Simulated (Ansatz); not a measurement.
```xyz
2

Hf    0.0000    0.0000    0.0000
S     0.0000    0.0000    2.4000
```

Basis set: def2-TZVPP (spherical functions, with the set's core potentials past Kr). Charge 0, multiplicity 3.

Computed with Ansatz (development build ahead of 0.2.0); each method stands on the lowest determinant of its kind that the runs found. Restricted functionals stand beside restricted open-shell atoms, which can lie above the unrestricted atoms usual in DFT and then raise those values.

(1) Give the atomization energy at this shape (free ground-state atoms in the same class of orbitals less the molecule, no zero-point energy) of triplet HfS by ωB97X (restricted open-shell), PBE0 (unrestricted).

Results:

(1)

```csv
method,atomization energy
ωB97X (restricted open-shell),430.1 kJ/mol
PBE0 (unrestricted),486.3 kJ/mol
```

Caution: other spin multiplicities were not run. Caution for ωB97X (restricted open-shell): no unrestricted run beside it, a lower state can exist.

The shape needn't be a minimum at these levels.
